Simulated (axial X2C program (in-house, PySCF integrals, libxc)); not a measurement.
# Potential curves of KN⁻, with spin–orbit coupling

Calculated with an in-house all-electron X2C program for linear molecules (integrals from PySCF). Two-component (2c) means X2C with spin–orbit coupling and atomic mean-field two-electron Coulomb and Gaunt terms. Basis: K dyall-acv3z [12s13p7d3f], N dyall-av3z [7s7p3d2f] (cores contracted in-house); Gaussian nuclei, density fitting, unrestricted open shells. Masses: K 38.964 u, N 14.003 u.

State: Ω = 3/2 (⟨Sz⟩ = 1.50, ⟨Lz⟩ = 0.00 at HF). Energies in eV from the fragments at the same level (K- + N). Fits are polynomials in 1 − R0/R over 0.85 to 1.23 times the lowest point R0.

```
 R (Å)      MP2  CCSD(T)      HF     CCSD
2.1724  -0.1979           0.8997         
2.2723  -0.4777  -0.3665  0.5834  -0.3278
2.3472  -0.6169  -0.5106  0.4231  -0.4730
2.4221  -0.7102  -0.6084  0.3130  -0.5714
2.4970  -0.7677  -0.6703  0.2419  -0.6335
2.5844  -0.8003  -0.7081  0.1965  -0.6713
2.6718  -0.8049  -0.7183  0.1812  -0.6814
2.7842  -0.7806  -0.7025  0.1918  -0.6655
2.9215  -0.7151           0.2327
```

Correlated methods: 15 electrons correlated (number of frozen shells: K 2 s, 1 p; N 1 s), 255 virtual spin orbitals or spinors in MP2, 90 natural virtuals in coupled cluster.

One determinant describes the state; a PBE0 search over occupations chose it and may have missed a lower one. De is counted from the lowest determinant-based energies of the atoms at the same level, without counterpoise correction. Coupled cluster ran in a truncated set of natural virtual spinors; the MP2 energy of the rest was added. (T) has no such correction and the atoms are truncated less, which lowers De at CCSD(T) by a hundredth of an eV or more. PBE0 can misorder states that lie within some tenths of an eV, so this need not be the ground state of the molecule. The nearest other spin-free determinant of the search, M_S = 1/2, Λ = 0, lies 0.03 eV up at the distance of the search. With several unpaired electrons one determinant need not be a pure state. A state of lower Ω lies just above, and one determinant can place such states too high, so the state shown need not be the lowest. The search has Ω = 1/2 only 0.03 eV up. Some points did not converge and are left out. This is the top spin component of a Σ state; components of lower Ω are not single determinants and can lie lower. Hartree–Fock gets electron affinities wrong, so its lowest charge split need not be the true one. Coupled cluster ran on the points near the minimum only. MP2 and coupled cluster on one determinant become unreliable at the stretched end.

Task: Fit the MP2 curve near its minimum: give the equilibrium distance, the harmonic wavenumber and the well depth.

Result: At MP2, 2c: Re = 2.644 Å, ωe ≈ 280 cm⁻¹, De = 0.81 eV to K- + N; Be follows as 0.234 cm⁻¹.

Task: Fit the CCSD(T) curve near its minimum: give the equilibrium distance, the harmonic wavenumber and the well depth.

Result: At CCSD(T), 2c: Re = 2.668 Å, ωe ≈ 265 cm⁻¹, De = 0.72 eV to K- + N; Be follows as 0.23 cm⁻¹.

Task: Fit the HF curve near its minimum: give the equilibrium distance, the harmonic wavenumber and the well depth.

Result: At HF, 2c: Re = 2.686 Å, ωe ≈ 263 cm⁻¹, De = -0.18 eV to K- + N; Be follows as 0.227 cm⁻¹.

Task: What are Re, ωe and De at the CCSD level?

Result: At CCSD, 2c: Re = 2.667 Å, ωe ≈ 265 cm⁻¹, De = 0.68 eV to K- + N; Be follows as 0.23 cm⁻¹.
